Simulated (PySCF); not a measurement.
Vertical excitations of a molecule C4H3FOS from TDDFT-LC-ωPBE/def2-SVPD in PySCF, as energy in eV (oscillator strength): 5.33 (0.000), 5.63 (0.107), 6.04 (0.000), 6.24 (0.094), 6.72 (0.000), 7.04 (0.001), 7.48 (0.001), 7.60 (0.312), 7.63 (0.008), 7.97 (0.013). Lowest triplet (TDA): 3.53 eV. Coordinates come from a ωB97X-D3(BJ)/def2-SVP optimisation. Other conformers were not sampled.

Task: Which molecule gave these data?
A. Fc1cocc1S
B. Oc1cc(F)cs1
C. Oc1csc(F)c1
D. Oc1ccc(F)s1

Result: B, Oc1cc(F)cs1
